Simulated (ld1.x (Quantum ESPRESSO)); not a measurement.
## u(r) = r·R(r): atom against pseudo-atom (thulium)

Columns: radius, all-electron u(r) and pseudo u(r) of the 5p shell (level -26.90 eV) of thulium in the configuration [Kr] 4d10 4f13 5s2 5p6 5d0 6s2 6p0; PBE, scalar-relativistic, RRKJ scheme, ld1.x (Quantum ESPRESSO) 7.5.

| r (bohr) | all-electron | pseudo |
| --- | --- | --- |
| 0.108 | -0.1509 | -0.0169 |
| 0.215 | -0.1774 | -0.0656 |
| 0.322 | 0.3115 | -0.1423 |
| 0.430 | 0.4699 | -0.2420 |
| 0.538 | 0.2862 | -0.3563 |
| 0.645 | -0.0317 | -0.4754 |
| 0.752 | -0.3472 | -0.5915 |
| 0.860 | -0.6029 | -0.6977 |
| 0.968 | -0.7812 | -0.7858 |
| 1.075 | -0.8876 | -0.8505 |
| 1.182 | -0.9372 | -0.8900 |
| 1.290 | -0.9438 | -0.9037 |
| 1.398 | -0.9195 | -0.8928 |
| 1.505 | -0.8751 | -0.8612 |
| 1.612 | -0.8183 | -0.8134 |
| 1.720 | -0.7544 | -0.7542 |
| 1.828 | -0.6880 | -0.6891 |
| 1.935 | -0.6228 | -0.6235 |
| 2.042 | -0.5600 | -0.5602 |
| 2.150 | -0.5003 | -0.5003 |
| 2.258 | -0.4449 | -0.4449 |
| 2.365 | -0.3947 | -0.3947 |
| 2.472 | -0.3490 | -0.3490 |
| 2.580 | -0.3075 | -0.3075 |
| 2.688 | -0.2703 | -0.2703 |
| 2.795 | -0.2375 | -0.2375 |

(1) How many radial nodes do the two functions have?

(2) At about which radius was the pseudo-wave matched?

(3) Is the pseudo-wave norm-conserving?

Results:

(1) The all-electron 5p function has n − l − 1 = 3 (the table is too coarse to show those close to the nucleus); the pseudo-wave has 0, since the states of the same l below it are removed with the core.

(2) 2.15 bohr. The columns agree to 0.0005 from 2.04 bohr on; several derivatives are matched, so the curves merge somewhat inside the radius.

(3) Yes: the RRKJ scheme keeps the norm inside the radius equal to the all-electron one, which fixes the energy derivative of the logarithmic derivative at the level.
